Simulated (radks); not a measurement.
Results of a calculation; reference values are marked as such.
Effect of the nuclear size on the phosphorus ion P3+, [Ne] 3s2. Level of theory: Dirac Kohn-Sham, BLYP, spin-unpolarised, spherical densities, finite nucleus; Fermi nuclear charge, rms radius 3.1889 fm (a radial shooting solver on a logarithmic mesh with Libxc functionals). The rms radius is varied about that value; shifts are against it.

rms radius (fm)	total energy shift (eV)	density at nucleus (e/bohr^3)	1s1/2 shift (meV)
2.8477	-0.00150	2400	-0.626
2.937	-0.00113	2399	-0.469
3.1889	0	2396	0.000
3.3739	0.000885	2394	0.368
3.5397	0.00172	2392	0.716

Slopes of the eigenvalues against <r^2> in GHz/fm^2, as finite differences over the two radii next to the reference (eigenvalue slopes, not the field-shift constants of lines): 1s1/2 73.4.
